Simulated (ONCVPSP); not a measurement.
## Ranking ONCV potentials for neon (Ne)

All share these settings but for the change named:

neon, optimised norm-conserving Vanderbilt (ONCV), made with ONCVPSP 4.0.1 (BLYP, scalar-relativistic). Core [He], reference 2s2 2p4 (charge +2). Waves: 2s: rc 0.60 bohr, ncon 4, nbas 7, qcut 9.4 1/bohr, 1 projector; 2p: rc 1.10 bohr, ncon 3, nbas 6, qcut 10.6 1/bohr, 1 projector. Local part: polynomial inside 0.55 bohr (lpopt 5, dvloc0 0 Ha). Core correction: polynomial model core, fcfact 0.2.

Cutoff: the first of the cutoffs (Ha) at which the residual kinetic energy of the hardest occupied pseudo-wave falls to 1 and 0.1 mHa per electron; the density cutoff is not measured.

The base gives 255 Ha.

Of 10 variants that were run, those that failed, showed a ghost or another fault, or gave nearly equal values are left out.

A variant can come out equal or close to the base.

Problem. Rank these variants from softest to hardest (loose cutoff).
A. s: qcut 13.5; p: qcut 15.2
B. s: qcut 9.5; p: qcut 10.8
C. s: qcut 10.9; p: qcut 12.3
D. s: qcut 10.2; p: qcut 11.5
E. s: qcut 7.6; p: qcut 8.6

Solution. A (77 Ha), C (127 Ha), D (213 Ha), B (250 Ha), E (291 Ha).
